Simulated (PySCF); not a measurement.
Correlation energy of Tl⁴⁵⁺ (thallium, charge +45)

Starting occupation: [Kr]. Calculation: PySCF 2.14, in an uncontracted even-tempered set (18 s from 2.6 bohr⁻², ratio 2.6; 16 p from 3.3 bohr⁻², ratio 2.6; 11 d from 3.3 bohr⁻², ratio 2.6; 5 f from 3.4 bohr⁻², ratio 2.8); X2C-1e with screened-nucleus spin-orbit coupling, Gaussian nucleus. Frozen: [Ar] 3d10; 8 electrons correlated; the 114 highest virtual spinors left out.

MP2 pair energies summed by pair of shells (mhartree):

| pair | energy | share (%) |
| --- | --- | --- |
| 4p3/2-4p3/2 | -128.05 | 39.7 |
| 4p1/2-4p3/2 | -107.32 | 33.3 |
| 4p3/2-4s1/2 | -31.78 | 9.9 |
| 4p1/2-4p1/2 | -27.81 | 8.6 |
| 4p1/2-4s1/2 | -16.06 | 5.0 |
| 4s1/2-4s1/2 | -11.52 | 3.6 |

Total MP2 correlation energy: -322.55 mhartree.

The virtual space was cut to 74 spinors, which keep -318.95 of the -322.55 mhartree of MP2 correlation.

```tsv
level	correlation energy (mhartree)
CCSD	-338.98
(T)	-2.02
CCSD(T)	-341.00
```

Diagnostics: T1 = 0.00014, largest double amplitude 0.033.

Cost of the coupled-cluster step: 81 s of wall time on 1 thread of Neoverse-V1 (shared host), for 8 occupied and 74 virtual spinors.

Iterations:

```
Init t2, MP2 energy = -0.318950733564422
CCSD nocc = 8, nmo = 82
Init t2, MP2 energy = -0.318950733564422
Init E_corr(GCCSD) = -0.318950733564422
cycle = 1  E_corr(GCCSD) = -0.336852785018891  dE = -0.0179020515  norm(t1,t2) = 0.00837303
cycle = 2  E_corr(GCCSD) = -0.338679878322796  dE = -0.0018270933  norm(t1,t2) = 0.00136731
cycle = 3  E_corr(GCCSD) = -0.338989178819963  dE = -0.000309300497  norm(t1,t2) = 0.000298492
cycle = 4  E_corr(GCCSD) = -0.33897691433298  dE = 1.2264487e-05  norm(t1,t2) = 1.99814e-05
cycle = 5  E_corr(GCCSD) = -0.338977149061689  dE = -2.34728709e-07  norm(t1,t2) = 1.52084e-06
cycle = 6  E_corr(GCCSD) = -0.338977153982615  dE = -4.92092622e-09  norm(t1,t2) = 9.42059e-08
GCCSD converged
E(GCCSD) = -18896.25526108476  E_corr = -0.3389771539826152
```

At this charge the one-electron X2C treatment keeps the bare 1/r₁₂, with no two-electron picture change or Breit term. The effect here is smaller than on the frozen 1s shell.
